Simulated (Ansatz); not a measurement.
The cluster CaTe₂⁻. Total charge -1; doublet. Geometry r2SCAN-D4/def2-TZVP, that of the neutral singlet; atoms count from 1.

| atom | x (Å) | y (Å) | z (Å) |
| --- | --- | --- | --- |
| Ca1 | -0.504 | -1.495 | -0.377 |
| Te2 | 0.096 | 0.453 | 1.567 |
| Te3 | 0.408 | 1.043 | -1.190 |

In the def2 sets Te takes a core potential; there is no spin–orbit coupling. The structure comes from a short search, and lower isomers may exist.

Problem. Estimate the Mulliken populations from the PBE0/def2-TZVPD orbitals of Ansatz.

Solution. 
```csv
atom,charge (e),spin (α − β)
Ca1,0.09,0.93
Te2,-0.54,0.04
Te3,-0.54,0.04
```
Mulliken values depend strongly on the basis. With diffuse functions, as here, like atoms can get unlike values, and bond orders can come out too low or too high.

Problem. Where does the spin sit?

Solution. Summed by element: Ca 0.93, Te 0.07, of 1 unpaired in all. Largest on single atoms: Ca1 0.93, Te2 0.04, Te3 0.04.

Problem. And the Mayer bond orders between heavy atoms (over 0.3)?

Solution. Ca1–Te2 0.84 (2.82 Å); Ca1–Te3 0.84 (2.82 Å); Te2–Te3 0.80 (2.84 Å).
